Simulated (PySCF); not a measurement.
First SCF of a structure search on triplet [PrO2]-, at a hand-made linear geometry. PySCF input:

```python
from pyscf import gto, scf, dft
mol = gto.M(atom='''
Pr     0.000000     0.000000     0.000000
O      0.000000     0.000000     1.950000
O      0.000000     0.000000    -1.950000''',
    basis={'Pr': 'def2-TZVP', 'O': 'def2-TZVP'},
    ecp={'Pr': 'def2-TZVP'},
    charge=-1, spin=2)
mf = dft.UKS(mol, xc='PBE')
mf.grids.atom_grid = (50, 194)
aux = {'Pr': 'def2-universal-JKFIT', 'O': 'def2-universal-JKFIT'}
mf = mf.density_fit(auxbasis=aux)
mf.conv_tol = 1e-08
mf.diis_space = 10
mf.max_cycle = 60
mf.init_guess = 'minao'
mf.verbose = 4
mf.kernel()
```

Excerpt of the output (cycles alone); a level shift of 0.3 Eh and then a second-order solver take over where DIIS stalls:

```
init E= -565.407485042151
cycle= 1 E= -569.204049591106  delta_E= -3.8  |g|= 23.3  |ddm|= 16.1
cycle= 2 E= -212.35082064495  delta_E=  357  |g|= 11.7  |ddm|= 93.5
cycle= 3 E= -413.509805701569  delta_E= -201  |g|= 36.9  |ddm|= 99.9
cycle= 4 E= -411.992769632806  delta_E= 1.52  |g|=   37  |ddm|=  0.6
cycle= 5 E= -412.489072851172  delta_E= -0.496  |g|=   37  |ddm|= 0.23
cycle= 6 E= -412.490609732737  delta_E= -0.00154  |g|=   37  |ddm|= 0.0397
cycle= 7 E= -412.91196528118  delta_E= -0.421  |g|=   37  |ddm|= 0.264
cycle= 8 E= -413.04430843791  delta_E= -0.132  |g|=   37  |ddm|= 0.248
cycle= 9 E= -413.270366077104  delta_E= -0.226  |g|=   37  |ddm|= 0.275
cycle= 10 E= -414.437396976538  delta_E= -1.17  |g|= 36.9  |ddm|= 2.09
cycle= 11 E= -414.392994044249  delta_E= 0.0444  |g|= 36.9  |ddm|= 0.453
cycle= 12 E= -393.319739594806  delta_E= 21.1  |g|= 38.1  |ddm|= 11.2
cycle= 13 E= -198.132021314903  delta_E=  195  |g|= 13.2  |ddm|= 84.7
... 38 lines left out ...
cycle= 52 E= -397.859653000117  delta_E= -0.0162  |g|= 37.8  |ddm|= 0.334
cycle= 53 E= -398.421064227915  delta_E= -0.561  |g|= 37.8  |ddm|= 0.82
cycle= 54 E= -398.246228391495  delta_E= 0.175  |g|= 37.8  |ddm|= 0.208
cycle= 55 E= -397.705848411864  delta_E= 0.54  |g|= 37.8  |ddm|= 3.48
cycle= 56 E= -397.725339724111  delta_E= -0.0195  |g|= 37.8  |ddm|= 1.83
cycle= 57 E= -197.913139852115  delta_E=  200  |g|= 13.2  |ddm|=   82
cycle= 58 E= -397.780140614051  delta_E= -200  |g|= 37.8  |ddm|=   82
cycle= 59 E= -397.8496815449  delta_E= -0.0695  |g|= 37.8  |ddm|= 1.48
cycle= 60 E= -397.745529276234  delta_E= 0.104  |g|= 37.8  |ddm|= 2.81
SCF not converged.
init E= -565.407485042151
cycle= 1 E= -575.464121020877  delta_E= -10.1  |g|= 22.7  |ddm|=   16
cycle= 2 E= -219.614148196894  delta_E=  356  |g|= 10.8  |ddm|=  176
cycle= 3 E= -408.919249137653  delta_E= -189  |g|= 37.2  |ddm|=  180
cycle= 4 E= -407.479957923347  delta_E= 1.44  |g|= 37.3  |ddm|= 0.576
cycle= 5 E= -408.574991983131  delta_E= -1.1  |g|= 37.2  |ddm|= 0.392
cycle= 6 E= -409.54824804173  delta_E= -0.973  |g|= 37.2  |ddm|= 0.584
cycle= 7 E= -410.025159873232  delta_E= -0.477  |g|= 37.2  |ddm|= 0.274
cycle= 8 E= -410.314756123076  delta_E= -0.29  |g|= 37.1  |ddm|= 0.152
cycle= 9 E= -410.390030852094  delta_E= -0.0753  |g|= 37.1  |ddm|= 0.0487
cycle= 10 E= -410.753581675556  delta_E= -0.364  |g|= 37.1  |ddm|= 0.205
cycle= 11 E= -411.13764504919  delta_E= -0.384  |g|= 37.1  |ddm|= 0.221
cycle= 12 E= -388.572367611396  delta_E= 22.6  |g|= 38.4  |ddm|= 11.9
cycle= 13 E= -197.13316587055  delta_E=  191  |g|= 13.3  |ddm|= 83.1
... 58 lines left out ...
cycle= 72 E= -397.504390102624  delta_E= -0.00954  |g|= 37.8  |ddm|= 0.0736
cycle= 73 E= -397.473567922454  delta_E= 0.0308  |g|= 37.8  |ddm|= 0.0462
cycle= 74 E= -397.465118345377  delta_E= 0.00845  |g|= 37.8  |ddm|= 0.0419
cycle= 75 E= -397.759093258098  delta_E= -0.294  |g|= 37.8  |ddm|= 0.248
cycle= 76 E= -398.21801318154  delta_E= -0.459  |g|= 37.8  |ddm|= 0.262
cycle= 77 E= -397.889808284044  delta_E= 0.328  |g|= 37.8  |ddm|= 0.234
cycle= 78 E= -396.820820938873  delta_E= 1.07  |g|= 37.9  |ddm|= 0.484
cycle= 79 E= -197.753542162801  delta_E=  199  |g|= 13.2  |ddm|= 81.6
cycle= 80 E= -396.886205125434  delta_E= -199  |g|= 37.9  |ddm|= 81.6
SCF not converged.
macro= 0  E= -560.925612433134  delta_E= -164.039  |g|= 22.5283  3 KF 15 JK
macro= 1  E= -635.654286288715  delta_E= -74.7287  |g|= 8.94175  3 KF 15 JK
macro= 2  E= -658.643085040258  delta_E= -22.9888  |g|= 3.64464  3 KF 15 JK
macro= 3  E= -664.660176412808  delta_E= -6.01709  |g|= 1.31556  3 KF 15 JK
macro= 4  E= -666.908095668495  delta_E= -2.24792  |g|= 0.488606  3 KF 16 JK
macro= 5  E= -667.252377262771  delta_E= -0.344282  |g|= 0.271308  3 KF 17 JK
macro= 6  E= -667.340923023642  delta_E= -0.0885458  |g|= 0.235043  3 KF 13 JK
macro= 7  E= -667.346490192881  delta_E= -0.00556717  |g|= 0.0636894  3 KF 20 JK
macro= 8  E= -667.365898115457  delta_E= -0.0194079  |g|= 0.175846  3 KF 18 JK
macro= 9  E= -667.363972751401  delta_E= 0.00192536  |g|= 0.142239  2 KF 7 JK
macro= 10  E= -667.396687855806  delta_E= -0.0327151  |g|= 0.227082  3 KF 17 JK
macro= 11  E= -667.400412998901  delta_E= -0.00372514  |g|= 0.146374  2 KF 7 JK
macro= 12  E= -667.421940041107  delta_E= -0.021527  |g|= 0.107265  4 KF 21 JK
macro= 13  E= -667.427107564103  delta_E= -0.00516752  |g|= 0.0195547  3 KF 22 JK
macro= 14  E= -667.427428490587  delta_E= -0.000320926  |g|= 0.00643048  3 KF 25 JK
macro= 15  E= -667.427481400304  delta_E= -5.29097e-05  |g|= 0.0036397  3 KF 26 JK
macro= 16  E= -667.427490424047  delta_E= -9.02374e-06  |g|= 0.00707875  3 KF 24 JK
macro= 17  E= -667.427526574002  delta_E= -3.615e-05  |g|= 0.00179957  2 KF 14 JK
macro= 18  E= -667.427569466822  delta_E= -4.28928e-05  |g|= 0.00174157  3 KF 27 JK
macro= 19  E= -667.427581745864  delta_E= -1.2279e-05  |g|= 0.000729915  4 KF 30 JK
macro= 20  E= -667.427584691918  delta_E= -2.94605e-06  |g|= 0.000694101  3 KF 29 JK
macro= 21  E= -667.427586710416  delta_E= -2.0185e-06  |g|= 0.000615845  3 KF 29 JK
macro= 22  E= -667.42758787964  delta_E= -1.16922e-06  |g|= 0.000480517  3 KF 30 JK
macro= 23  E= -667.427588693224  delta_E= -8.13584e-07  |g|= 0.00029357  3 KF 31 JK
macro= 24  E= -667.427588803183  delta_E= -1.09959e-07  |g|= 9.69142e-05  3 KF 33 JK
macro= 25  E= -667.427588875721  delta_E= -7.25386e-08  |g|= 0.000113235  3 KF 33 JK
macro= 26  E= -667.42758888392  delta_E= -8.19898e-09  |g|= 8.50021e-05  1 KF 12 JK
macro X = 27  E=-667.42758888392  |g|= 8.50021e-05  total 79 KF 589 JK
converged SCF energy = -667.42758888392  <S^2> = 2.0221468  2S+1 = 3.0147283
```

No lower solution of this spin was found from smeared starts or by a stability analysis within the unrestricted form.

Open d and f shells are described by one determinant, and the ground state may have another occupation or spin. The pruned grid is coarse for the open f shell: energies are uncertain by about 2 kJ/mol and soft modes are noisy. The basis has no diffuse functions, which an anion would want. With an element this heavy the missing spin–orbit coupling can shift these numbers.

The search for the lowest solution, 3 starts and the stability check together, took of the order of 60 core-minutes on a shared host.
